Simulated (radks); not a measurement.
Task: These are the eigenvalues of the occupied orbitals of an atom or ion with whole-number occupations (eV). Method: scalar-relativistic Kohn-Sham, LB94 model potential, spin-polarised, spherical densities, finite nucleus; Fermi nuclear charge, rms radius of each element as measured or else 0.836 A^(1/3) + 0.57 fm; computed with a radial shooting solver on a logarithmic mesh with Libxc functionals.

orbital  eigenvalue
1s up     -37429.86
1s down   -37429.84
2s up     -5940.332
2s down   -5940.319
2p up     -5333.627
2p down   -5333.615
3s up     -1270.756
3s down   -1270.746
3p up     -1075.567
3p down   -1075.559
3d up     -790.9994
3d down   -790.9913
4s up     -257.2758
4s down   -257.2575
4p up     -194.6591
4p down   -194.6491
4d up     -103.5935
4d down   -103.5927
5s down    -44.9199
5s up      -44.8965
5p down    -29.6179
5p up      -29.4248
6s up      -11.1194

Which element is it, and in what charge state? The configuration may be excited. Open shells, if any, are filled with parallel spins first.

Result: Z = 56, barium, charge +1: Ba+ in [Xe] 6s1. The list shows which subshells hold electrons but not how many an open one holds; the 1s level, -1375.5 hartree, gives Z - s = 52.5 by -(Z - s)^2/2, which with screening and relativity narrows Z to a few neighbours, and the depths of the outer levels then fix element, charge and occupations together.
